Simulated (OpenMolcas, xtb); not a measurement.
A ladder of methods for SiH2OF2 (SMILES O[SiH](F)F)

SiH2OF2 has 6 atoms, charge 0, and is taken as a singlet. SMILES: `O[SiH](F)F`. The shape is that of a PBE0-D4/def2-TZVP optimisation. This is one conformer, not always the lowest.

Each level gives the HOMO–LUMO gap (eV). The values are calculated.

```json
{"level": "GFN2-xTB", "kind": "semi-empirical", "program": "xtb", "value (eV)": "8.69", "CPU time": "under 2 s"}
{"level": "GFN1-xTB", "kind": "semi-empirical", "program": "xtb", "value (eV)": "9.37", "CPU time": "under 2 s"}
{"level": "HF/6-311+G**", "kind": "Hartree–Fock", "program": "OpenMolcas", "value (eV)": "16.54", "CPU time": "25 s"}
{"level": "SVWN5/6-311+G**", "kind": "LDA", "program": "OpenMolcas", "value (eV)": "7.91", "CPU time": "42 s"}
{"level": "revPBE/6-311+G**", "kind": "GGA", "program": "OpenMolcas", "value (eV)": "7.68", "CPU time": "49 s"}
{"level": "TPSS/6-311+G**", "kind": "meta-GGA", "program": "OpenMolcas", "value (eV)": "8.04", "CPU time": "63 s"}
{"level": "BHLYP/6-311+G**", "kind": "global hybrid", "program": "OpenMolcas", "value (eV)": "12.51", "CPU time": "43 s"}
{"level": "M06-2X/6-311+G**", "kind": "hybrid meta-GGA", "program": "OpenMolcas", "value (eV)": "12.29", "CPU time": "50 s"}
{"level": "B2PLYP/6-311+G**", "kind": "double hybrid", "program": "OpenMolcas", "value (eV)": "12.69", "CPU time": "39 s"}
```

The values span 7.68 to 16.54 eV. Orbital gaps aren't excitation energies, and those of double hybrids come from the SCF part alone; they tend to grow with the share of exact exchange. CPU times are rough (shared hosts, several kinds of processor): they show what a rung costs within a factor of a few.
